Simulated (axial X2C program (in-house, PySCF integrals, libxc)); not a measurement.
**How the levels of CuBr⁺ (d9 s0 p(π)0 orbitals) move with the bond length**

Computed with an axial X2C code built on PySCF integrals: two-component X2C with atomic mean-field Coulomb and Gaunt terms, basis Cu dyall-v3z, Br dyall-v3z (cores contracted in-house). Orbitals come from Hartree–Fock averaged over the configuration Cu d9 s0 p(π)0; CI then distributes these electrons over the d, s, p(π) shells of Cu.

At R = 2.214 Å:

```tsv
Ω	energy (cm⁻¹)	g∥	configuration
1/2	0	1.58	100% d9
3/2	678	3.85	100% d9
5/2	1852	6.00	100% d9
1/2	2280	0.42	100% d9
3/2	3685	2.15	100% d9
```

g∥ is the magnitude of 2⟨Lz + ge Sz⟩ for the +Ω component. The lowest 14 levels at most are listed.

At R = 2.059 Å:

```tsv
Ω	energy (cm⁻¹)	g∥	configuration
1/2	0	1.53	100% d9
3/2	508	3.88	100% d9
5/2	1949	6.00	100% d9
1/2	2153	0.47	100% d9
3/2	3764	2.12	100% d9
```

The lowest level lies 1912 cm⁻¹ above the lowest at the first distance.

(1) How does the gap from the lowest to the fifth level change between the two distances?

Dynamic correlation is missing, so gaps between terms are too wide and other configurations may lie lower; the lowest level listed is that of this model, not necessarily the ground state. For d shells the ligand-field splittings (σ, π, δ) and their order can be off by a thousand cm⁻¹ or more. At most 4 roots were kept for each Ω > 0 (twice that for Ω = 0) within 3.2 eV of the lowest, so higher up levels can be missing between those listed; levels with Ω > 0 are doubly degenerate and listed once, Ω = 0 levels singly. Some active spinors are only partly of the character that their shell is named for, so the shell names and counts are nominal. States that fill the shells left empty in the average are placed too high.

Results:

(1) From 3685 to 3764 cm⁻¹, a factor of 1.02.
